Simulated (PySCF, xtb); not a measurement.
GeF₄, SMILES [F][Ge]([F])([F])[F].

Harmonic wavenumbers (cm⁻¹) from GFN2-xTB (xtb) at its own minimum, in rising order: 132, 132, 185, 186, 186, 484, 583, 584, 584.

### Question
What does TPSSh-D3(BJ)/def2-SVP run with PySCF 2.14.0 give at its own minimum? (Estimate from the structure and the level; the computed values follow.)

### Answer
191, 191, 259, 259, 259, 707, 792, 792, 792. Paired by order, the mean absolute difference is 132 cm⁻¹ and the zero-point energies are 4.4 and 6.1 kcal/mol.
